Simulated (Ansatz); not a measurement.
Mulliken charges of C₃H₄BN, SMILES `C#CBN=C` from r2SCAN/def2-TZVPP in Ansatz (PBE0-D4/def2-TZVP geometry).

```csv
atom,x (Å),y (Å),z (Å),charge (e)
C1,0.675,2.483,-0.629,-0.135
C2,0.723,1.291,-0.454,-0.199
B3,0.833,-0.216,-0.249,-0.103
N4,-0.221,-0.931,0.226,0.024
C5,-1.172,-1.596,0.658,0.016
H6,0.632,3.536,-0.784,0.229
H7,1.842,-0.809,-0.499,-0.005
H8,-1.910,-2.043,-0.016,0.086
H9,-1.313,-1.762,1.730,0.086
```

**Question.** By hand: the dipole of these point charges (1 e Å = 4.8032 D).

**Answer.** Σ q r = (-0.487, -0.131, 0.187) e Å, of length 0.538 e Å = 2.58 D.

**Question.** How does the dipole of the full density compare? (Estimate.)

**Answer.** Ansatz gave: (-0.370, -0.208, 0.160) e Å, 2.18 D; the point charges give 1.18 times that, at 13° from its direction.

Point charges leave out the atoms' own dipoles, such as those of lone pairs, and Mulliken's split depends on the basis, so the two needn't agree.
